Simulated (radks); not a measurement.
Ga21+, 10 electrons, occupied as [Ne] (the NIST ground configuration).

All-electron calculation, Dirac Kohn-Sham, BLYP, spin-unpolarised, spherical densities, finite nucleus; Fermi nuclear charge, rms radius 3.9973 fm. Program: a radial shooting solver on a logarithmic mesh with Libxc functionals.

Energy parts (eV):
part                      energy
total                 -45840.687
kinetic                46862.560
electron-nucleus      -99315.641
Hartree                 7975.256
exchange-correlation   -1362.863

Orbitals (lengths in bohr, moments of r in powers of bohr; <r^-3> diverges for s and p1/2; r(max) is where P^2 peaks):
orbital	occ.	eigenvalue (eV)	<r^2>	<r^-3>	r(max)
1s1/2	2	-11132.89	0.003173	-	0.03177
2s1/2	2	-2114.853	0.05365	-	0.1809
2p1/2	2	-1980.042	0.04141	-	0.1428
2p3/2	4	-1951.209	0.04277	894.8	0.1457

The highest occupied level is 2p3/2 at -1951.2 eV. The electron density at the nucleus is 2.797e+04 e/bohr^3. Summed over all electrons, <r^2> = 0.3676 bohr^2, which gives a Langevin (diamagnetic) susceptibility term of -0.291 x 10^-6 cm^3/mol.
